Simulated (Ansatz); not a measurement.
`O[SiH]([SiH3])N[SiH3]` + `C[SiH](N)O` → `C[SiH](N)O[SiH3]` + `O[SiH2]N[SiH3]`  (cleavage of the Si–Si bond)

Calculated with Ansatz (gas phase, PBE0-D4/def2-TZVP geometries, no zero-point term in ΔE). CCSD(T)/CBS is the MP2 limit (def2-TZVPP, def2-QZVPP) plus CCSD(T) − MP2 in def2-TZVPP, frozen cores. Each species was taken in one conformer, which may not be the lowest.

```
             level  ΔE (kJ/mol)
CCSD(T)/def2-TZVPP       -114.9
SCS-MP2/def2-QZVPP       -128.8
```

Task: What does CCSD(T)/CBS give? (Best estimate.)

Result: Ansatz gave: -114.3 kJ/mol. The listed levels differ from it by -0.6, -14.5 kJ/mol.

Largest T1 diagnostic among the species: 0.012.

In def2-TZVPP, CCSD(T) changes the Hartree–Fock value by +33.1 kJ/mol (the triples alone add +4.7 kJ/mol) and MP2 by +25.4 kJ/mol. The D4 term adds +3.9 kJ/mol with B3LYP and +2.0 kJ/mol with PBE0; it sums over pairs of atoms, weighted by their polarisabilities, and B3LYP, whose exchange is more repulsive, gets the larger term.

B3LYP here is the variant with VWN-RPA as its local correlation; programs differ in this.
